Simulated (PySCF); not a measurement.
**How methods differ on the excitation energy of Si⁺**

Si⁺ [Ne] 3s2 3p1 (2P) → Si⁺ [Ne] 3s1 3p1 4s1 (4P), as a difference of total energies. Computed with PySCF 2.14 in dyall-acv3z (19s12p6d4f, 113 functions), with no relativity, point nucleus. Correlated levels: valence: [Ne] frozen; valence and next inner shell: 1s2 frozen; virtual orbitals above 40 to 60 times the deepest correlated orbital energy dropped. The calculations carry no spin-orbit coupling.

```json
{"method": "UHF", "excitation energy (eV)": "12.961"}
{"method": "wB97X-V", "excitation energy (eV)": "14.435"}
{"method": "MP2 (valence)", "excitation energy (eV)": "13.906"}
{"method": "SCS-MP2 (valence)", "excitation energy (eV)": "14.219"}
{"method": "MP2 (valence and next inner shell)", "excitation energy (eV)": "14.121"}
{"method": "SCS-MP2 (valence and next inner shell)", "excitation energy (eV)": "14.385"}
```

Question: How much does correlation contribute at MP2 (valence and next inner shell)?

Answer: 14.121 − (12.961) = 1.160 eV, measured against UHF.

Errors of the correlated levels include the incompleteness of this basis and the frozen core.

The Hartree-Fock determinant of the upper state isn't an eigenfunction of L²: it has lost the atom's symmetry, so its energy isn't that of a pure term.

For comparison: 14.490 eV (measured; NIST levels, between the centres of gravity of the two terms).
